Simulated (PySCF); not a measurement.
SMILES OB(O)O[Si](F)(F)F (H2BF3O3Si), PBE0/def2-SVP optimised geometry.

```
10

Si    -1.70    -0.36     0.00
F     -2.23    -1.10    -1.32
F     -2.28    -1.12     1.27
F     -2.29     1.12     0.00
O     -0.09    -0.36     0.00
B      0.91    -0.84    -0.86
O      0.63    -1.48    -2.01
O      2.20    -0.64    -0.52
H     -0.31    -1.59    -2.19
H      2.29    -0.17     0.32
```

Density from PBE0/def2-TZVP (PySCF 2.14.0) at that geometry.

Minimum of the electron density along straight lines between bonded atoms, close to the bond critical point (lines longer than 1.1 times the sum of covalent radii, or with two minima, are not listed):

```
bond    length / Å  ρ at the minimum / e bohr⁻³  ∇²ρ there / e bohr⁻⁵  position (fraction from the first atom)
------  ----------  ---------------------------  --------------------  ---------------------------------------
Si1–F2       1.607                        0.138                  0.95                                     0.42
Si1–F3       1.590                        0.145                  1.02                                     0.42
Si1–F4       1.591                        0.145                  1.01                                     0.42
Si1–O5       1.611                        0.151                  0.94                                     0.41
O5–B6        1.401                          [?]                  0.81                                     0.67
B6–O7        1.351                        0.219                  0.93                                     0.33
B6–O8        1.350                        0.221                  0.93                                     0.33
O7–H9        0.963                        0.356                 -2.47                                     0.81
O8–H10       0.961                        0.359                 -2.48                                     0.81
```

Task: Complete the blanks.

Result: 
- O5–B6, ρ at the minimum / e bohr⁻³: 0.182
